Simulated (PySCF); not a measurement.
## Tm: ionisation energy

Tm [Xe] 4f13 6s2 [4f5/2^6 4f7/2^7, M_J = 7/2] → Tm⁺ [Xe] 4f13 6s1 [4f5/2^6 4f7/2^7 6s1/2^1, M_J = 4], as a difference of total energies. Computed with PySCF 2.14 in x2c-TZVPPall-2c, with the two-component X2C-1e Hamiltonian. Correlated levels: [Ar] 3d10 frozen; the 18 highest virtual spinors dropped. "Screened" scales the spin-orbit matrix elements by Boettger's factors to mimic the two-electron term; Breit and QED terms are absent.

```csv
method,ionisation energy (eV),error (eV)
GHF (spin-free),5.064,-1.120
GMP2 (spin-free),6.076,-0.108
GHF (screened spin-orbit),5.067,-1.117
GMP2 (screened spin-orbit),6.080,-0.104
```

Reference: 6.184 eV (measured; NIST Atomic Spectra Database, ionization energies).

The spin-free rows relax to the high-spin LS determinant and lack the spin-orbit shift.

The labels give the starting determinants; with spin-orbit coupling the two ends relaxed to ⟨J²⟩ = 15.76, ⟨L²⟩ = 12.11, ⟨S²⟩ = 0.85 and ⟨J²⟩ = 20.01, ⟨L²⟩ = 12.11, ⟨S²⟩ = 2.10.
